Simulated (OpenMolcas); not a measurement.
**Dy2+ in CsCaBr3: curves along the breathing mode**

Dy2+ with its 6 nearest bromide ions, on the Ca site of CsCaBr3 (a = 5.69 Å, distance in the model lattice 2.845 Å). The rest of the host is ab initio model potentials to 7.6 Å, with orthogonalisation functions on the cations behind the ligands, and point charges beyond; the distance is set by hand and nothing relaxes. Ligand basis ANO-RCC-VDZP.

| Property | Result |
| --- | --- |
| Program | OpenMolcas |
| Method | CASSCF |
| Basis | ANO-RCC-VDZP [7s6p4d2f1g] |
| Scalar Hamiltonian | DKH2, point nucleus |
| Active space | 10 electrons in 7 orbitals (4f) |
| State averaging | 2S+1 = 5 even, 35 roots (33 in the spin-orbit step); 2S+1 = 3 even, 106 roots kept (CI in the orbitals of an earlier block); 2S+1 = 1 even, 44 roots kept (CI in the orbitals of an earlier block, 31 in the spin-orbit step) |
| Spin-orbit coupling | RASSI with atomic mean-field integrals over the reference wave functions |

Spin-free energies (labels of O, the rotations of Oh) in cm-1 above the lowest fitted minimum, as all ligands move together:

```
R (Å)    5A2    5T2     5E    5T1    5A1  5T2(2)    3T1
2.739   2600   2630   2670   2680   2680    2710  21980
2.804    150    180    210    220    220     250  19540
2.868    490    520    540    560    570     580  19900
2.933   3600   3620   3640   3660   3660    3680  23020
2.997   9420   9440   9460   9490   9490    9500  28850
3.062  18340  18360  18370  18400  18400   18410  37780
3.126  30370  30390  30400  30420  30430   30430  49810
```

Cubic fits give the following; the wavenumber is harmonic, with the mass of all moving ligands, small differences in it between states hang on the degree of the fit, a number in brackets counts states of one label, and the table is a selection of at most 14 states with clean curves.

```json
{"State": "5A2", "R0 (Å)": "2.829", "Breathing mode (cm-1)": "213", "Minimum (cm-1)": "0"}
{"State": "5T2", "R0 (Å)": "2.829", "Breathing mode (cm-1)": "213", "Minimum (cm-1)": "30"}
{"State": "5E", "R0 (Å)": "2.830", "Breathing mode (cm-1)": "213", "Minimum (cm-1)": "60"}
{"State": "5T1", "R0 (Å)": "2.829", "Breathing mode (cm-1)": "213", "Minimum (cm-1)": "70"}
{"State": "5A1", "R0 (Å)": "2.829", "Breathing mode (cm-1)": "213", "Minimum (cm-1)": "70"}
{"State": "5T2(2)", "R0 (Å)": "2.830", "Breathing mode (cm-1)": "213", "Minimum (cm-1)": "100"}
{"State": "3T1", "R0 (Å)": "2.829", "Breathing mode (cm-1)": "213", "Minimum (cm-1)": "19400"}
{"State": "3T2", "R0 (Å)": "2.829", "Breathing mode (cm-1)": "213", "Minimum (cm-1)": "19400"}
{"State": "3A2", "R0 (Å)": "2.829", "Breathing mode (cm-1)": "213", "Minimum (cm-1)": "19420"}
{"State": "3T2(2)", "R0 (Å)": "2.829", "Breathing mode (cm-1)": "213", "Minimum (cm-1)": "19430"}
{"State": "3E", "R0 (Å)": "2.829", "Breathing mode (cm-1)": "213", "Minimum (cm-1)": "19440"}
{"State": "3T1(2)", "R0 (Å)": "2.829", "Breathing mode (cm-1)": "213", "Minimum (cm-1)": "19450"}
{"State": "3T1(3)", "R0 (Å)": "2.829", "Breathing mode (cm-1)": "213", "Minimum (cm-1)": "24830"}
{"State": "3T1(4)", "R0 (Å)": "2.829", "Breathing mode (cm-1)": "213", "Minimum (cm-1)": "24840"}
```

For an f ion spin-orbit coupling outweighs the ligand field, so these spin-free curves are not those of observable levels.

High states are left out of the spin-orbit mixing, which shifts the levels that they would mix with. Without dynamic correlation the ligand-field splitting of an f shell can come out too small, at times by half. A group larger than the point group allows holds several states that coincide in this model. No measured value stands beside these numbers.
